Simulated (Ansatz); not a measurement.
Molecule: GeH2, charge 1, multiplicity 2. 
Structure (B3LYP-D3(BJ)/def2-TZVP (Ansatz, an electronic-structure program) minimum search):
```xyz
3

Ge    -0.0011     0.0007     0.0456
H      0.0237    -1.3644    -0.7076
H      0.0119     1.3408    -0.7517
```
Charge +1, spin multiplicity 2.

Basis-set convergence of Hartree-Fock and CCSD(T) correlation energies (hartree) with Ansatz. Cores are frozen in the correlated levels unless marked. Open shells are spin-unrestricted. No spin-orbit coupling. The frozen core is the preceding noble-gas configuration, with the filled d and f shells of earlier blocks. Non-relativistic.

```
basis    functions        E(HF)  E(corr, CCSD(T))
-------  ---------  -----------  ----------------
cc-pVDZ         37  -2076.15217          -0.08102
cc-pVTZ         71  -2076.22512          -0.09431
cc-pVQZ        128  -2076.22854          -0.09819
cc-pV5Z        214  -2076.22898          -0.09939
```

Extrapolating the two largest sets (X = 4 and 5) as X^-3: E(corr) = (125·(-0.09939) - 64·(-0.09819))/61 = -0.1006 Eh, an estimate of the basis-set limit. The largest set recovers 98.7 % of it, the smallest 80.5 %.
